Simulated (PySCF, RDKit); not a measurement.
Complex: SiH4 (SMILES [SiH4]) (first 5 atoms) with CH2F2 (SMILES FCF); geometry from B3LYP-D3(BJ)/def2-TZVP.
(charge 0, multiplicity 1):
```csv
atom,x (Å),y (Å),z (Å)
Si,-0.0884,0.0561,0.0743
H,0.2043,-1.1742,0.8457
H,-1.3128,0.6946,0.6005
H,-0.2947,-0.3140,-1.3456
H,1.0569,0.9863,0.1745
F,0.4270,0.6137,3.2914
C,-0.0006,-0.5063,3.9429
F,-1.3568,-0.5658,3.8506
H,0.2774,-0.4223,4.9945
H,0.4238,-1.3800,3.4469
```

Counterpoise-corrected where a basis set is named; no monomer relaxation. Rows marked so take none.

Rows in 6-31G*, STO-3G carry no dispersion term and start afresh at each structure (6-31G* with six Cartesian d functions).

Programs: PySCF for 6-31G* rows, STO-3G rows; RDKit for the force fields. Each number belongs to the level named beside it.

Question: One of these levels gives -0.14 kcal/mol for the interaction energy. Which one is it?
A) HF/STO-3G (no counterpoise)
B) MMFF94
C) HF/6-31G* (no counterpoise)

Answer: B, MMFF94. The others give 0.19 (HF/STO-3G (no counterpoise)), -1.10 (HF/6-31G* (no counterpoise))
